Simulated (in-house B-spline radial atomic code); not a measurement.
Configurations of the tellurium ion Te⁺, with energies counted from [Kr] 4d10 5s2 (5p1/2)2 (5p3/2)1. Method: Dirac-Hartree-Fock, average of each configuration as written, Fermi nucleus of rms radius 4.7423 fm. Calculated with an all-electron radial atomic-structure program (B-spline basis). Energies include first-order Breit, QED and recoil terms.

Occupations are held fixed; configurations that lie above the ionisation limit could autoionise.

| configuration | E - E(ref) (eV) | highest orbital | its <r> (bohr) |
| --- | --- | --- | --- |
| [Kr] 4d10 5s2 (5p1/2)1 (5p3/2)1 (6g7/2)1 | 15.888 | 6g7/2 | 21.98 |
| [Kr] 4d10 5s1 (5p1/2)1 (5p3/2)2 (5f7/2)1 | 25.931 | 5f7/2 | 15.03 |
| [Kr] (4d3/2)4 (4d5/2)5 5s2 (5p3/2)3 (8d3/2)1 | 58.292 | 8d3/2 | 24.31 |
| [Ar] 3d10 4s2 (4p1/2)1 (4p3/2)4 4d10 5s2 (5p1/2)2 (5p3/2)1 (6f5/2)1 | 146.75 | 6f5/2 | 22.87 |
| [Ar] (3d3/2)3 (3d5/2)6 4s2 4p6 4d10 5s2 (5p1/2)2 (5p3/2)1 7s1 | 597.45 | 7s1/2 | 9.872 |
| [Ar] (3d3/2)3 (3d5/2)6 4s2 4p6 4d10 (4f7/2)1 5s2 (5p3/2)3 | 600.44 | 4f7/2 | 8.491 |

Q: Order these further configurations by energy, lowest first.
A. [Ar] 3d10 4s2 (4p1/2)1 (4p3/2)4 4d10 5s2 (5p3/2)3 (5d5/2)1
B. [Ar] 3d10 4s2 (4p1/2)1 (4p3/2)4 4d10 5s2 (5p1/2)2 (5p3/2)1 (5g9/2)1
C. [Ar] (3d3/2)4 (3d5/2)5 4s2 4p6 4d10 5s2 (5p1/2)2 (5p3/2)1 (6f7/2)1
D. [Kr] 4d10 5s1 (5p1/2)2 (5p3/2)2
E. [Kr] 4d10 5s2 (5p3/2)3

A: E (1.7482 eV), D (10.719 eV), A (142.65 eV), B (146.13 eV), C (589.67 eV).

Q: How far above the reference does [Kr] 4d10 5s1 (5p3/2)3 (6d3/2)1 lie?

A: 25.904 eV; its least bound orbital is 6d3/2 with <r> = 9.823 bohr.

Q: How far above the reference does [Kr] (4d3/2)4 (4d5/2)5 5s2 (5p1/2)1 (5p3/2)3 lie?

A: 39.965 eV; its least bound orbital is 5p3/2 with <r> = 2.409 bohr.
